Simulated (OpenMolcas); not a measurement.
## Ag3+: moving the ligands

Ag3+ with 6 ligands (fluoride) in tetragonal octahedral coordination (D4h) at 2.06 Å, the axial distance 1.957 Å. A charge of +0.5 e stands 2.6 Å behind each ligand. Ligand basis ANO-RCC-VDZP.

| Item | Value |
| --- | --- |
| Program | OpenMolcas 26.06 |
| Method | SS-CASPT2, IPEA 0.25 Eh, imaginary shift 0.1 Eh (closed shells correlated: 4s 4p and the ligand valence shells) |
| Basis | ANO-RCC-VDZP [6s5p3d1f] |
| Scalar Hamiltonian | DKH2, point nucleus |
| Active space | 8 electrons in 5 orbitals (4d) |
| State averaging | 2S+1 = 3 even, 10 roots; 2S+1 = 1 even, 15 roots |
| Spin-orbit coupling | RASSI with atomic mean-field integrals over the reference wave functions |

Runs around this geometry, states (labels of D4, the rotations of D4h). Energies in cm-1 above the lowest state or level, χT in cm3 K/mol.

```
R (Å)  Axial / equatorial distance  Ground state  First state of that spin  First gap with spin-orbit (degeneracies)  χT at 300 K  First state of another spin
    2                         0.95      2S+1 = 3                     22820                                  3 (2, 1)        1.210               2S+1 = 1: 5610
 2.06                         0.95      2S+1 = 3                     20910                                  5 (2, 1)        1.231               2S+1 = 1: 5400
  2.2                         0.95      2S+1 = 3                  3E 16350                                 11 (1, 2)        1.289               2S+1 = 1: 3900
 2.06                        0.997      2S+1 = 3                  3E 19430                                 12 (1, 2)        1.252               2S+1 = 1: 5040
```

Roots that are degenerate in the reference are averaged as groups; the widest CASPT2 spread within a group is 120 cm-1 (the 2-fold group of multiplicity 1 near 50400 cm-1 above the lowest state of its run, R = 2.06, ratio = 0.997). Shifts and gaps below about the spread of the groups concerned are not significant. Over all roots computed the reference weight is 0.67 to 0.71 in R = 2 in ratio = 0.95, 0.65 to 0.70 in R = 2.06 in ratio = 0.95, 0.63 to 0.69 in R = 2.2 in ratio = 0.95, 0.65 to 0.70 in R = 2.06 in ratio = 0.997; the roots of lowest weight are the least certain, and an intruder state may touch them. Real 4d8 and 5d8 ions are as a rule square planar and diamagnetic. This shell can be high or low spin here, a state of another spin lies low, and with metal d orbitals alone active their balance is uncertain, so the ground spin may be wrong. Ligand-to-metal charge-transfer states are missing. With no ligand orbital active B as a rule stays too high, so bands that hang on it stand too high and its fall with covalency is understated. With one d shell and no ligand orbital active, 10Dq can be off by a tenth or more. The least metal-like active orbital is 74 % on the metal (Löwdin) and no ligand orbital is active, so the numbers are rough (holds for R = 2, ratio = 0.95; R = 2.06, ratio = 0.95; R = 2.2, ratio = 0.95). The least metal-like active orbital is 75 % on the metal (Löwdin) and no ligand orbital is active, so the numbers are rough (holds for R = 2.06, ratio = 0.997). No measured value stands beside these numbers; the geometry was imposed, not optimised, and the real ion may take another.

A state without a sure symmetry label is named by its multiplicity alone.
